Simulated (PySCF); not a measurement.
Species: C7H5FO2.
Bonds: O1–C2 (double), C2–F3, C2–C4, C4–C5 (aromatic), C5–C6 (aromatic), C6–C7 (aromatic), C7–O8, C7–C9 (aromatic), C9–C10 (aromatic), C4–C10 (aromatic). Hydrogens: H11 on C5; H12 on C6; H13 on O8; H14 on C9; H15 on C10.

The same species was optimised twice, with GFN2-xTB and with PBE0-D3(BJ)/def2-SVP (PySCF), and the same property calculations (PySCF, gas phase) were run on both structures.

| coordinate | GFN2-xTB | PBE0-D3(BJ)/def2-SVP | change |
| --- | --- | --- | --- |
| C2–F3 (Å) | 1.372 | 1.345 | -0.027 |
| C2–C4 (Å) | 1.456 | 1.470 | +0.014 |
| C5–C6 (Å) | 1.376 | 1.385 | +0.009 |
| C9–C10 (Å) | 1.376 | 1.386 | +0.010 |
| C7–C9 (Å) | 1.396 | 1.403 | +0.007 |
| C7–O8 (Å) | 1.348 | 1.341 | -0.007 |
| C6–C7 (Å) | 1.397 | 1.402 | +0.005 |
| C4–C5 (Å) | 1.398 | 1.403 | +0.005 |
| C4–C10 (Å) | 1.398 | 1.400 | +0.002 |
| O1=C2 (Å) | 1.186 | 1.188 | +0.002 |
| O1–C2–F3 (°) | 118.4 | 120.2 | +1.8 |
| O1–C2–C4 (°) | 129.3 | 127.6 | -1.7 |
| C6–C7–O8 (°) | 118.1 | 117.8 | -0.3 |
| O8–C7–C9 (°) | 122.2 | 122.4 | +0.2 |
| C4–C5–C6 (°) | 120.2 | 120.5 | +0.3 |
| C5–C6–C7 (°) | 120.1 | 119.9 | -0.2 |
| C4–C10–C9 (°) | 120.3 | 120.5 | +0.2 |
| C2–C4–C10 (°) | 118.1 | 118.2 | +0.1 |
| O1–C2–C4–C5 (°) | -179 | 180 | -1 |

Rotational constants: A = 3839, B = 787.3, C = 653.3 MHz (GFN2-xTB) against A = 3824, B = 784.8, C = 651.1 MHz (PBE0-D3(BJ)/def2-SVP). Point groups within 0.08 Å: Cs and Cs.

On the GFN2-xTB structure: HOMO (eV) -7.36 [PBE0/pcSseg-1]; LUMO (eV) -1.71 [PBE0/pcSseg-1]; dipole (D) 4.71 [PBE0/pcSseg-1]; GIAO shielding of O1 (ppm) -81.8 [PBE0/pcSseg-1]; GIAO shielding of C2 (ppm) 21.7 [PBE0/pcSseg-1]; GIAO shielding of F3 (ppm) 155.5 [PBE0/pcSseg-1]; GIAO shielding of C4 (ppm) 65.6 [PBE0/pcSseg-1]; GIAO shielding of C5/C10 (mean) (ppm) 44.9 [PBE0/pcSseg-1]; GIAO shielding of C6/C9 (mean) (ppm) 67.6 [PBE0/pcSseg-1]; GIAO shielding of C7 (ppm) 17.7 [PBE0/pcSseg-1]; GIAO shielding of O8 (ppm) 195.2 [PBE0/pcSseg-1].

**Question.** What do these properties become on the PBE0-D3(BJ)/def2-SVP structure?

**Answer.** 
```json
{"property": "HOMO (eV)", "level": "PBE0/pcSseg-1", "on GFN2-xTB": "-7.36", "on PBE0-D3(BJ)/def2-SVP": "-7.30", "change": "+0.06"}
{"property": "LUMO (eV)", "level": "PBE0/pcSseg-1", "on GFN2-xTB": "-1.71", "on PBE0-D3(BJ)/def2-SVP": "-1.64", "change": "+0.07"}
{"property": "dipole (D)", "level": "PBE0/pcSseg-1", "on GFN2-xTB": "4.71", "on PBE0-D3(BJ)/def2-SVP": "4.46", "change": "-0.25"}
{"property": "energy, GFN2-xTB geometry as zero (kcal/mol)", "level": "PBE0/pcSseg-1", "on GFN2-xTB": "0.0", "on PBE0-D3(BJ)/def2-SVP": "-0.2", "change": "-0.2"}
{"property": "GIAO shielding of O1 (ppm)", "level": "PBE0/pcSseg-1", "on GFN2-xTB": "-81.8", "on PBE0-D3(BJ)/def2-SVP": "-79.7", "change": "+2.1"}
{"property": "GIAO shielding of C2 (ppm)", "level": "PBE0/pcSseg-1", "on GFN2-xTB": "21.7", "on PBE0-D3(BJ)/def2-SVP": "21.9", "change": "+0.2"}
{"property": "GIAO shielding of F3 (ppm)", "level": "PBE0/pcSseg-1", "on GFN2-xTB": "155.5", "on PBE0-D3(BJ)/def2-SVP": "166.6", "change": "+11.1"}
{"property": "GIAO shielding of C4 (ppm)", "level": "PBE0/pcSseg-1", "on GFN2-xTB": "65.6", "on PBE0-D3(BJ)/def2-SVP": "63.2", "change": "-2.4"}
{"property": "GIAO shielding of C5/C10 (mean) (ppm)", "level": "PBE0/pcSseg-1", "on GFN2-xTB": "44.9", "on PBE0-D3(BJ)/def2-SVP": "43.4", "change": "-1.5"}
{"property": "GIAO shielding of C6/C9 (mean) (ppm)", "level": "PBE0/pcSseg-1", "on GFN2-xTB": "67.6", "on PBE0-D3(BJ)/def2-SVP": "66.0", "change": "-1.6"}
{"property": "GIAO shielding of C7 (ppm)", "level": "PBE0/pcSseg-1", "on GFN2-xTB": "17.7", "on PBE0-D3(BJ)/def2-SVP": "17.4", "change": "-0.3"}
{"property": "GIAO shielding of O8 (ppm)", "level": "PBE0/pcSseg-1", "on GFN2-xTB": "195.2", "on PBE0-D3(BJ)/def2-SVP": "196.3", "change": "+1.1"}
```

The heavy atoms differ by 0.012 Å rms after alignment. Among bonds between heavy atoms C2–F3 changes most (-0.027 Å). Changes are differences of the printed values. Neither structure is proved a minimum here.

The values belong to the conformer `[O:1]=[C:2]([F:3])[c:4]1[cH:5][cH:6][c:7]([OH:8])[cH:9][cH:10]1`: O1–C2–C4–C5 180°, H–O8–C7–C6 180°.
